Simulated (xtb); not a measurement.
Pb(I)(SiH3) (H₃IPbSi), SMILES [SiH3][Pb][I] (connectivity only; charge and spin as stated), neutral, multiplicity 1. All values are semi-empirical tight-binding results from xtb (GFN2-xTB unless named), good for trends rather than for accurate numbers. Geometry optimised at GFN2-xTB.

Optimised geometry:

Bonds (Å): Pb1–I2 2.752, Pb1–Si3 2.702, Si3–H4 1.468, Si3–H5 1.459, Si3–H6 1.467. Angles (°): I2–Pb1–Si3 97.4, Pb1–Si3–H4 111.7, Pb1–Si3–H5 117.1, Pb1–Si3–H6 112.3, H4–Si3–H5 105.2, H4–Si3–H6 104.2, H5–Si3–H6 105.3.

For metal compounds this method's bond lengths and energies can be far off.

```
Property                                      Result
-------------------------------------  -------------
orbital gap                                  1.59 eV
zero-point energy                      14.9 kcal/mol
G − E(el) at 298.15 K (modified RRHO)  -7.2 kcal/mol
```

Computed atomic charges and the Wiberg bond orders between heavy atoms:
charges (e) Pb1 0.35, I2 -0.30, Si3 0.32, H4 -0.14, H5 -0.11, H6 -0.13. Bond orders Pb1–I2 1.03, Pb1–Si3 0.85.
